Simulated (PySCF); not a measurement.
Job file and geometry (Å, from GFN2-xTB) of an NMR shielding run on SMILES C(=C)(C)CCC[B@@H-]([NH3+])Cl, C6H15BClN, GIAO PBE0/pcSseg-1 NMR shielding, non-relativistic, gas phase (PySCF 2.14.0, density-fitted response routines); density fitting, a coarse starting grid and PySCF grid level 2 are the driver's defaults:

```
$ OMP_NUM_THREADS=1 python probes_run.py task.json out

{"job": {"kind": "nmr", "xc": "PBE0", "basis": "pcSseg-1"}, "charge": 0, "multiplicity": 1}
C      2.806569    -1.019415    -1.111568
C      2.293562    -0.474098    -0.020044
C      3.005266     0.595900     0.749883
C      0.946095    -0.876680     0.511666
C     -0.153459     0.083976     0.039378
C     -1.538779    -0.335427     0.537846
B     -2.715338     0.703251     0.144510
N     -2.877166     0.685172    -1.486976
Cl    -4.382973     0.078150     0.662321
H      3.762989    -0.718403    -1.505700
H      2.295163    -1.798727    -1.652192
H      3.258947     0.229135     1.744289
H      2.364498     1.467240     0.873954
H      3.920068     0.900090     0.247885
H      0.700708    -1.884020     0.169000
H      0.965573    -0.883412     1.603159
H     -0.133028     0.110044    -1.054848
H      0.062874     1.092327     0.396489
H     -1.488567    -0.430461     1.624424
H     -1.755885    -1.339277     0.161285
H     -2.566090     1.829109     0.480916
H     -3.682165     1.254595    -1.735149
H     -3.063022    -0.277391    -1.760156
H     -2.037572     1.028086    -1.945886
```

Task: Write the output of this run.

Result: 
```
coarse grid: 19592 points
cycle   1  E = -776.7844196477  dE =  8.056e-01  |g| = 5.414e-01  |ddm| = 4.165e+00
cycle   2  E = -776.7988084200  dE = -1.439e-02  |g| = 5.283e-01  |ddm| = 1.250e+00
cycle   3  E = -776.8725664190  dE = -7.376e-02  |g| = 4.808e-02  |ddm| = 5.774e-01
cycle   4  E = -776.8730290422  dE = -4.626e-04  |g| = 2.566e-02  |ddm| = 8.955e-02
cycle   5  E = -776.8731818934  dE = -1.529e-04  |g| = 4.836e-03  |ddm| = 3.157e-02
cycle   6  E = -776.8731867201  dE = -4.827e-06  |g| = 2.197e-03  |ddm| = 6.776e-03
final grid: 181776 points
cycle   7  E = -776.9216609398  dE = -7.977e-05  |g| = 1.089e-02  |ddm| = 4.262e-02
cycle   8  E = -776.9216546006  dE =  6.339e-06  |g| = 1.211e-02  |ddm| = 2.040e-02
cycle   9  E = -776.9216906325  dE = -3.603e-05  |g| = 1.065e-03  |ddm| = 1.063e-02
cycle  10  E = -776.9216908539  dE = -2.215e-07  |g| = 3.615e-04  |ddm| = 1.318e-03
cycle  11  E = -776.9216908828  dE = -2.882e-08  |g| = 1.277e-04  |ddm| = 4.117e-04
cycle  12  E = -776.9216908866  dE = -3.814e-09  |g| = 3.702e-05  |ddm| = 1.418e-04
cycle  13  E = -776.9216908869  dE = -3.306e-10  |g| = 5.707e-06  |ddm| = 3.414e-05
converged SCF energy = -776.9216908869

GIAO shielding tensors (ppm)
atom      isotropic    diamagn.    paramagn.     s11        s22        s33       span
  0 C       71.947     252.348    -180.401    -29.516    102.631    142.727    172.243
  1 C       28.734     261.264    -232.530    -97.283     21.710    161.775    259.058
  2 C      161.491     245.670     -84.180    142.647    155.240    186.585     43.938
  3 C      139.377     249.050    -109.673    120.019    133.539    164.574     44.555
  4 C      151.334     253.499    -102.165    130.622    154.536    168.845     38.223
  5 C      155.795     249.637     -93.843    140.436    148.866    178.082     37.647
  6 B      107.023     185.064     -78.040     96.269    107.928    116.873     20.604
  7 N      204.361     316.648    -112.287    193.114    201.133    218.835     25.721
  8 Cl     937.981    1146.718    -208.737    823.689    982.628   1007.626    183.937
  9 H       26.713      30.213      -3.500     24.009     25.304     30.827      6.818
 10 H       26.804      33.083      -6.279     23.539     25.320     31.553      8.014
 11 H       29.864      27.746       2.118     26.099     27.906     35.588      9.489
 12 H       29.650      30.818      -1.168     24.899     30.538     33.513      8.614
 13 H       29.936      28.684       1.252     26.061     28.350     35.397      9.336
 14 H       29.515      34.622      -5.107     25.335     30.262     32.948      7.613
 15 H       29.788      33.762      -3.975     26.187     30.268     32.908      6.721
 16 H       31.331      37.715      -6.385     25.878     33.774     34.340      8.461
 17 H       29.977      35.597      -5.620     24.446     31.581     33.903      9.457
 18 H       30.674      32.489      -1.815     25.544     32.037     34.440      8.896
 19 H       31.488      33.767      -2.279     27.457     32.547     34.460      7.003
 20 H       28.446      29.293      -0.848     25.791     28.815     30.731      4.940
 21 H       28.490      26.391       2.099     22.463     25.411     37.595     15.132
 22 H       29.055      30.191      -1.136     25.632     25.921     35.612      9.980
 23 H       28.319      32.674      -4.355     20.676     26.254     38.029     17.353
```

Size and cost of the density-fitted run: 235 basis functions, 59 s wall time on 1 thread of an Arm Neoverse V1, shared host; peak memory 1.1 GiB.
